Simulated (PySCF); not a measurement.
A calculated (BP86, PySCF 2.14, 6-31G*, no relativity, point nucleus) atom or ion has these occupied shells.

| shell | electrons | orbital energy (eV) | rms radius, mean of both spins (bohr) |
| --- | --- | --- | --- |
| 1s α | 1 | -41.917 | 0.894 |

Problem. Name the element and its charge.

Solution. He+ (helium, charge +1), in 1s1, 2S determinant.
